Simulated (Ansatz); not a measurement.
Reaction (hydrogenolysis of a B–C bond): `BCBCl` + H₂ → BH₃ + `CBCl`

Isolated molecules relaxed with PBE0-D4/def2-TZVP in Ansatz; ΔE leaves out vibrations. CBS: MP2 limit from def2 TZ/QZ plus the TZ coupled-cluster correction, frozen cores. This one scheme is used for every species. Functionals use def2-TZVPP. HSE06 is defined as in plane-wave codes. Each species was taken in one conformer, which may not be the lowest.

Task: Is it downhill or uphill in electronic energy at CCSD(T)/CBS, and by how much? (Estimate.)

Result: The calculation gave: Nearly level: ΔE = +2.0 kJ/mol.

Task: What do these levels give: r2SCANh-D4, r2SCAN0-D4, revPBE, HSE06, BHLYP, LC-ωPBE, MP2/def2-SVP, CCSD(T)/def2-SVP, CCSD(T)/def2-TZVPP, HF/def2-QZVPP, SCS-MP2/def2-QZVPP, MP2/CBS(def2)? (Estimate.)

Result: Computed: r2SCANh-D4 6.7, r2SCAN0-D4 4.1, revPBE 3.1, HSE06 2.2, BHLYP -12.5, LC-ωPBE -0.6, MP2/def2-SVP 3.0, CCSD(T)/def2-SVP -1.8, CCSD(T)/def2-TZVPP -0.2, HF/def2-QZVPP -28.0, SCS-MP2/def2-QZVPP -1.9, MP2/CBS(def2) 6.8 kJ/mol.

Largest T1 diagnostic among the species: 0.012.

In def2-TZVPP, CCSD(T) changes the Hartree–Fock value by +28.0 kJ/mol (the triples alone add +5.4 kJ/mol) and MP2 by +32.9 kJ/mol. The D4 term adds +6.7 kJ/mol with B3LYP and +3.7 kJ/mol with PBE0; it sums over pairs of atoms, weighted by their polarisabilities, and B3LYP, whose exchange is more repulsive, gets the larger term. From r2SCAN to r2SCAN0 (25 % exact exchange), in def2-TZVPP and without D4, ΔE moves by −4.6 kJ/mol.

B3LYP here is the variant with VWN-RPA as its local correlation; programs differ in this.
